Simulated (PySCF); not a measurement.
## C2H3Cl3Si: calculation and literature

Molfile (atoms numbered from 1):
```
C2H3Cl3Si
     RDKit          3D

  9  8  0  0  0  0  0  0  0  0999 V2000
    1.3593    0.8411   -0.1514 C   0  0  0  0  0  0  0  0  0  0  0  0
    0.6916   -0.2281    0.2681 C   0  0  0  0  0  0  0  0  0  0  0  0
   -1.1079   -0.4764    0.0011 Si  0  0  0  0  0  4  0  0  0  0  0  0
   -1.9355    1.1373   -0.9249 Cl  0  0  0  0  0  0  0  0  0  0  0  0
   -2.0463   -0.7639    1.7861 Cl  0  0  0  0  0  0  0  0  0  0  0  0
   -1.4403   -2.1256   -1.1478 Cl  0  0  0  0  0  0  0  0  0  0  0  0
    2.4248    0.9535    0.0250 H   0  0  0  0  0  0  0  0  0  0  0  0
    0.8682    1.6487   -0.6846 H   0  0  0  0  0  0  0  0  0  0  0  0
    1.2203   -1.0137    0.8045 H   0  0  0  0  0  0  0  0  0  0  0  0
  1  2  2  0
  2  3  1  0
  3  4  1  0
  3  5  1  0
  3  6  1  0
  1  7  1  0
  1  8  1  0
  2  9  1  0
M  END
```

- GIAO B97-2/pcSseg-2 shieldings
- PBE0-D3(BJ)/def2-TZVP geometry
- run in PySCF 2.14.0 with density-fitted response routines
- non-relativistic, one averaged value for each set of equivalent atoms, single conformer, no solvent

Reference values: estimated from measurements, as parent shift plus tabulated substituent increment (solution, not stated per compound (mostly CDCl3 or CCl4); Pretsch, Buehlmann, Badertscher, Structure Determination of Organic Compounds, 4th ed. (2009)).
```
atoms  quantity  reference  computed  computed, scaled
   C1     δ 13C      139.4     146.9             139.6
   C2     δ 13C      132.0     140.6             133.6
```

Computed shifts are σ(ref) − σ with the named reference compound (TMS for H and C) calculated as an isolated molecule at the same level. The measured values may be among those fitted. Shieldings were converted by linear fits to measured shifts (mostly CDCl3, TMS scale, for H and C): 13C: δ = 176.83 − 0.965σ (rms 2.0 ppm, 507 shifts, 2.1 ppm with the 1 outlier that the fit left out). A few per cent of atoms miss by over 2 rms, more outside the fitted compound classes.

How far are the unscaled 13C shifts from the references?

## Answers

Mean signed difference +8.05 ppm, mean absolute 8.05 ppm over 2 comparisons; the largest is +8.6 ppm at C2 (alkene CH).
